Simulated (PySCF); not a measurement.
**Whose spectrum? (oligomers)**

All values: TDA CAM-B3LYP/6-31G*, gas phase, PySCF SCF with an in-house response code, fitting set def2-universal-JFIT up to Ne and JKFIT beyond, grid level 1 (kernel 0), vertical, one conformer each, geometries GFN2-xTB; core orbitals frozen in the response, virtual orbitals above 1.5 Eh left out. The lowest 6 singlets were sought, and the brightest is taken among them. The runs took 0.6 to 20 CPU minutes each on shared server CPUs.

Without diffuse functions Rydberg states are missing, so unbound LUMOs, wide gaps and states within about 2 eV of the ionisation energy come out too high, and electron affinities are rough.

One system has its HOMO at -10.81 eV, its LUMO at 1.66 eV and these singlet states:

```csv
state,eV,f
S1,8.95,0.030
S2,8.97,0.013
S3,9.15,0.125
S4,9.18,0.075
S5,9.65,0.032
S6,9.74,0.017
```

Q: Which is it?
A. FC(F)C(F)(F)C(F)(F)C(F)(F)C(F)(F)C(F)(F)C(F)(F)C(F)(F)C(F)(F)C(F)F (C10H2F20)
B. FC(F)C(F)(F)C(F)(F)C(F)(F)C(F)(F)C(F)(F)C(F)(F)C(F)F (C8H2F16)
C. FC(F)C(F)(F)C(F)(F)C(F)(F)C(F)(F)C(F)F (C6H2F12)
D. FC(F)C(F)(F)C(F)(F)C(F)(F)C(F)F (C5H2F10)
E. FC(F)C(F)(F)C(F)(F)C(F)(F)C(F)(F)C(F)(F)C(F)(F)C(F)(F)C(F)(F)C(F)(F)C(F)(F)C(F)F (C12H2F24)

A: A.

Q: How do the candidates compare?

A: 
```csv
system,HOMO / eV,LUMO / eV,S1 / eV,f(S1),brightest state sought / eV
FC(F)C(F)(F)C(F)(F)C(F)(F)C(F)(F)C(F)(F)C(F)(F)C(F)(F)C(F)(F)C(F)(F)C(F)(F)C(F)F,-10.87,1.59,8.92,0.061,9.47
FC(F)C(F)(F)C(F)(F)C(F)(F)C(F)(F)C(F)(F)C(F)(F)C(F)(F)C(F)(F)C(F)F,-10.81,1.66,8.95,0.030,9.15
FC(F)C(F)(F)C(F)(F)C(F)(F)C(F)(F)C(F)(F)C(F)(F)C(F)F,-10.86,1.94,9.03,0.011,9.47
FC(F)C(F)(F)C(F)(F)C(F)(F)C(F)(F)C(F)F,-10.91,2.13,9.08,0.003,10.50
FC(F)C(F)(F)C(F)(F)C(F)(F)C(F)F,-10.85,2.25,9.06,0.037,9.06
```
